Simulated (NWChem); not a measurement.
**Correlation energy of hydrogen bromide (HBr)**

```
Br
H 1 1.4224
```
Charge 0, spin multiplicity 1.

The numbers come from NWChem runs, not from measurements. Structure: optimised with PBE0/def2-SVP, a minimum by its harmonic frequencies.

Basis set: 3-21G. Each correlation energy counts from its own Hartree-Fock reference.

The Hamiltonian is non-relativistic. The correlated methods keep 9 core orbitals frozen. Coupled-cluster values serve here as a point of comparison, not as the truth.

Order these methods by the correlation energy they give, lowest first: CCSDT, MP2, SCS-MP2.

CCSDT (-51.9 mHa), SCS-MP2 (-44.3 mHa), MP2 (-41.5 mHa)
